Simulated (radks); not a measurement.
All-electron atom: Ho I in [Xe] 4f10 5d2 6s1 (not the ground configuration).

Calculated with a radial shooting solver on a logarithmic mesh with Libxc functionals: Dirac Kohn-Sham, PBEsol, spin-unpolarised, spherical densities, finite nucleus; open shells fill j = l - 1/2 first; Fermi nuclear charge, rms radius 5.2022 fm.

Energy parts (hartree):
part                       energy
total                 -12622.9811
kinetic                13885.4039
electron-nucleus      -31169.4566
Hartree                 4928.3979
exchange-correlation    -267.3263

Orbitals (lengths in bohr, moments of r in powers of bohr; r(max) is where P^2 peaks):
| orbital | occ. | eigenvalue (hartree) | <r^2> | <1/r> | <r> | r(max) | small-component weight |
|---|---|---|---|---|---|---|---|
| 1s1/2 | 2 | -2036.142 | 0.0005886 | 76.01 | 0.02075 | 0.01312 | 6.27e-02 |
| 2s1/2 | 2 | -340.5774 | 0.009116 | 18.24 | 0.08756 | 0.07482 | 1.40e-02 |
| 2p1/2 | 2 | -324.2305 | 0.006584 | 18.22 | 0.07292 | 0.05625 | 1.40e-02 |
| 2p3/2 | 4 | -292.7607 | 0.007807 | 15.88 | 0.08008 | 0.06238 | 1.29e-02 |
| 3s1/2 | 2 | -76.23580 | 0.06035 | 6.670 | 0.2295 | 0.2116 | 4.48e-03 |
| 3p1/2 | 2 | -69.07122 | 0.05592 | 6.588 | 0.2192 | 0.1990 | 4.42e-03 |
| 3p3/2 | 4 | -62.50040 | 0.06282 | 5.990 | 0.2327 | 0.2118 | 4.11e-03 |
| 3d3/2 | 4 | -50.18967 | 0.04964 | 5.875 | 0.2054 | 0.1675 | 3.99e-03 |
| 3d5/2 | 6 | -48.75375 | 0.05156 | 5.728 | 0.2096 | 0.1711 | 3.90e-03 |
| 4s1/2 | 2 | -15.21968 | 0.3037 | 2.794 | 0.5184 | 0.4841 | 1.44e-03 |
| 4p1/2 | 2 | -12.37297 | 0.3175 | 2.687 | 0.5279 | 0.4867 | 1.36e-03 |
| 4p3/2 | 4 | -10.89191 | 0.3555 | 2.481 | 0.5589 | 0.5140 | 1.24e-03 |
| 4d3/2 | 4 | -6.19804 | 0.4020 | 2.262 | 0.5884 | 0.5176 | 1.07e-03 |
| 4d5/2 | 6 | -5.92842 | 0.4169 | 2.211 | 0.5993 | 0.5264 | 1.04e-03 |
| 4f5/2 | 6 | -0.30749 | 0.8355 | 1.666 | 0.7930 | 0.5167 | 6.35e-04 |
| 4f7/2 | 4 | -0.26929 | 0.8729 | 1.642 | 0.8079 | 0.5218 | 6.20e-04 |
| 5s1/2 | 2 | -1.93971 | 1.794 | 1.060 | 1.262 | 1.127 | 3.01e-04 |
| 5p1/2 | 2 | -1.15728 | 2.295 | 0.9318 | 1.420 | 1.226 | 2.37e-04 |
| 5p3/2 | 4 | -0.96282 | 2.659 | 0.8569 | 1.527 | 1.310 | 2.06e-04 |
| 5d3/2 | 2 | -0.05928 | 12.01 | 0.4532 | 3.052 | 1.925 | 5.87e-05 |
| 5d5/2 | 0 | -0.05016 | 13.56 | 0.4297 | 3.234 | 1.999 | 5.28e-05 |
| 6s1/2 | 1 | -0.14389 | 17.91 | 0.3177 | 3.959 | 3.314 | 2.89e-05 |

The highest occupied level is 5d3/2 at -1.613 eV. Summed over all electrons, <r^2> = 77.08 bohr^2, which gives a Langevin (diamagnetic) susceptibility term of -61 x 10^-6 cm^3/mol. The electron density at the nucleus is 8.043e+05 e/bohr^3.
